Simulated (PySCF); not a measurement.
## Worked example: chemical shift, span and skew from a shielding tensor

Ga(F)(NH2)2 (FGaH4N2), SMILES [NH2][Ga]([NH2])[F]. Atoms are numbered in the order given.

```xyz
8

Ga     0.0000     0.0000    -0.0134
F      0.0000     0.0000     1.7439
N     -1.6205    -0.0497    -0.8008
H     -1.7616     0.1705    -1.7781
H     -2.4593     0.1070    -0.2560
N      1.6205     0.0497    -0.8008
H      1.7616    -0.1705    -1.7781
H      2.4593    -0.1070    -0.2560
```

Geometry: PBE0-D3(BJ)/def2-SVP. The structure was generated by enumeration; whether it is a known compound was not checked. The values are those of a single conformer.

GIAO shieldings from HF/pcSseg-1 in PySCF, non-relativistic, no solvent. The symmetric part of the tensor of N3 has the principal values 246.4, 284.5, 292.8 ppm. The same nucleus in NH3 has σ = 267.3 ppm at this level (PySCF, at its B3LYP-D3(BJ)/def2-TZVP geometry).

Work out the isotropic shielding, the ¹⁵N shift against NH3, the span and the skew.


σ(iso) = (σ11 + σ22 + σ33)/3 = 274.6 ppm. δ = σ(ref) − σ(iso) = 267.3 − (274.6) = -7.3 ppm.
Span Ω = σ33 − σ11 = 46.4 ppm. Skew κ = 3(σ(iso) − σ22)/Ω = -0.64. Tumbling in solution averages the tensor to δ; in a static solid the shielding alone would spread this spin-1/2 line over Ω.
